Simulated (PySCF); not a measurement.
An excited-state job on `CO/C=C/B[AsH2]`.

Method: TDDFT CAM-B3LYP/def2-SVPD, vertical, gas phase, core orbitals frozen in the response (PySCF 2.14.0, density-fitted response routines). Geometry: GFN2-xTB. A driver script takes a list of jobs; this job's settings line and coordinates (Å) are shown.

Command:
```bash
OMP_NUM_THREADS=1 python probes_run.py task.json out
```

Input:
```
{"job": {"kind": "uv", "xc": "CAM-B3LYP", "basis": "def2-SVPD", "nstates": 8, "ntriplets": 3}, "charge": 0, "multiplicity": 1}
C      2.499512     1.052797     0.310440
O      1.855752    -0.165422     0.015410
C      0.515939    -0.177259     0.100964
C     -0.226106    -1.270022    -0.141646
B     -1.743029    -1.302465     0.017645
As    -2.838294     0.318830     0.465872
H      3.566273     0.877087     0.185629
H      2.301006     1.364406     1.340954
H      2.178546     1.846070    -0.372127
H      0.046289     0.761094     0.401037
H      0.330331    -2.156201    -0.426701
H     -2.281183    -2.347973    -0.028493
H     -2.245923     1.223148    -0.581194
H     -3.959791    -0.024561    -0.469881
```

Give the output.

```
coarse grid: 53008 points
cycle   1  E = -2454.5548828827  dE = -3.825e-02  |g| = 5.545e-01  |ddm| = 5.997e+00
cycle   2  E = -2454.5491368310  dE =  5.746e-03  |g| = 6.136e-01  |ddm| = 1.392e+00
cycle   3  E = -2454.6194164822  dE = -7.028e-02  |g| = 6.567e-02  |ddm| = 6.292e-01
cycle   4  E = -2454.6201443626  dE = -7.279e-04  |g| = 3.021e-02  |ddm| = 1.096e-01
cycle   5  E = -2454.6203242450  dE = -1.799e-04  |g| = 1.204e-02  |ddm| = 5.165e-02
cycle   6  E = -2454.6203600389  dE = -3.579e-05  |g| = 2.163e-03  |ddm| = 1.893e-02
cycle   7  E = -2454.6203616707  dE = -1.632e-06  |g| = 8.917e-04  |ddm| = 5.128e-03
final grid: 112096 points
cycle   8  E = -2454.6203387718  dE = -1.079e-07  |g| = 8.833e-04  |ddm| = 5.571e-03
cycle   9  E = -2454.6203386616  dE =  1.102e-07  |g| = 1.202e-03  |ddm| = 2.621e-03
cycle  10  E = -2454.6203389928  dE = -3.311e-07  |g| = 1.120e-04  |ddm| = 1.458e-03
cycle  11  E = -2454.6203389963  dE = -3.514e-09  |g| = 4.762e-05  |ddm| = 1.942e-04
cycle  12  E = -2454.6203389974  dE = -1.073e-09  |g| = 1.507e-05  |ddm| = 2.262e-04
cycle  13  E = -2454.6203389974  dE = -5.639e-11  |g| = 3.120e-06  |ddm| = 3.892e-05
converged SCF energy = -2454.6203389974

Static polarisability (au): isotropic 93.388, principal 67.101 88.711 124.353

Singlet excitations
state   eV       nm        f      main configurations
  1   4.2581    291.2   0.09110   H->L 0.88
  2   5.2000    238.4   0.27192   H-1->L 0.80, H->L 0.09, H-2->L 0.08
  3   6.1159    202.7   0.03056   H-2->L 0.43, H-3->L 0.37
  4   6.2118    199.6   0.02662   H->L+1 0.57, H->L+2 0.15, H->L+3 0.13
  5   6.2750    197.6   0.04299   H-3->L 0.43, H-2->L 0.32
  6   6.4439    192.4   0.04599   H->L+3 0.63, H->L+1 0.11, H-1->L+3 0.09
  7   6.9294    178.9   0.06037   H-1->L+1 0.41, H->L+2 0.31, H->L+1 0.09
  8   7.1983    172.2   0.00022   H-4->L 0.70

Triplet excitations (Tamm-Dancoff, eV): 3.1810 3.9737 5.4942
```

The SCF starts on a coarse grid where the log names one; the energy can jump when the final grid takes over, and dE then counts from the start density on the new grid. H and L stand for HOMO and LUMO; the number after each pair is its weight.

How does the lowest singlet excitation compare with the HOMO–LUMO gap?

HOMO -8.02 eV and LUMO -0.66 eV give a gap of 7.36 eV; S1 at 4.26 eV lies 3.10 eV below it.

Which computed singlet has the largest oscillator strength, and what do all of them sum to?

State 2 at 5.20 eV (238 nm), f = 0.272; the 8 states sum to 0.570.

Summary of the converged run: HOMO -8.02 eV, LUMO -0.66 eV; lowest singlet 4.26 eV; lowest triplet 3.18 eV (Tamm–Dancoff); mean polarisability 93.4 au.

 The CAM-B3LYP/def2-SVPD calculation is non-relativistic and has no spin–orbit coupling, an omission that weighs most on arsenic.

How long does this job take on an Arm Neoverse V1 with one thread (shared host)? And the peak memory of the process?

About 54 s, with 0.93 GiB resident at the peak, the Python interpreter and its libraries included.

One conformer stands for the species.
Labels such as C1 count atoms from 1, the log's own numbers from 0.
